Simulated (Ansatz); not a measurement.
Reaction (ligand exchange at the Si–Br bond): `N[SiH2][SiH](F)Br` + H₂S → `N[SiH2][SiH](F)S` + HBr

Isolated molecules relaxed with PBE0-D4/def2-TZVP in Ansatz; ΔE leaves out vibrations. CCSD(T)/CBS is the MP2 limit (def2-TZVPP, def2-QZVPP) plus CCSD(T) − MP2 in def2-TZVPP, frozen cores. This one scheme is used for every species. DFT in def2-TZVPP. B3LYP here is the variant with VWN-RPA as its local correlation; programs differ in this. For Br outer-core shells are correlated without core-valence functions, which leaves a few kJ/mol of doubt a bond. Scalar relativity is left out up to krypton. Each species was taken in one conformer, which may not be the lowest.

Task: Is it downhill or uphill in electronic energy at CCSD(T)/CBS, and by how much? (An estimate is asked.)

Result: Computed: Uphill: ΔE = +8.2 kcal/mol.

Task: What do these levels give: PBE-D4, r2SCAN-D4, B3LYP-D4, ωB97X-V, B3LYP, HF/def2-TZVPP, MP2/def2-TZVPP, SCS-MP2/def2-TZVPP, CCSD/def2-TZVPP, SCS-MP2/def2-QZVPP, HF/CBS(def2), MP2/CBS(def2)? (Best estimate.)

Result: Ansatz gave: PBE-D4 5.9, r2SCAN-D4 7.1, B3LYP-D4 7.6, ωB97X-V 7.8, B3LYP 8.1, HF/def2-TZVPP 11.3, MP2/def2-TZVPP 7.6, SCS-MP2/def2-TZVPP 8.2, CCSD/def2-TZVPP 8.1, SCS-MP2/def2-QZVPP 8.6, HF/CBS(def2) 11.4, MP2/CBS(def2) 8.4 kcal/mol.

Largest T1 diagnostic among the species: 0.012.

In def2-TZVPP, CCSD(T) changes the Hartree–Fock value by −3.9 kcal/mol (the triples alone add −0.7 kcal/mol) and MP2 by −3.6 kcal/mol. From PBE to PBE0 (25 % exact exchange), in def2-TZVPP and without D4, ΔE moves by +0.9 kcal/mol.
